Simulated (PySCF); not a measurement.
## Radial density of Se (selenium, neutral)

UHF, [Ar] 3d10 4s2 4p4, high-spin 3P determinant. Calculation: PySCF 2.14, in Sapporo-DKH3-DZP-2012; scalar relativity by spin-free X2C-1e.

```csv
r (bohr),4πr²ρ (e/bohr),4πr²(ρα − ρβ)
0.000843,0.4105,0.0000
0.00142,1.005,0.0000
0.00238,2.413,0.0000
0.00401,5.526,-0.0001
0.00674,11.92,-0.0001
0.0113,22.94,0.0000
0.0191,36.23,0.0016
0.0321,42.01,0.0094
0.0540,35.32,0.0346
0.0908,39.74,0.0691
0.153,48.79,0.0286
0.257,28.07,0.0058
0.432,32.54,0.1597
0.727,19.69,-0.0123
1.22,4.746,0.5992
2.06,3.010,1.0236
3.46,0.6729,0.2600
5.82,0.02562,0.0082
```

Densities and radii are taken from the X2C orbitals without a picture-change correction, which distorts them close to the nucleus.

Where is the radial spin density 4πr²(ρα − ρβ) most negative, and why is it negative at all?

Around r = 0.727 bohr, down to -0.0123 e/bohr: exchange with the open shell polarises the paired shells in an unrestricted calculation.
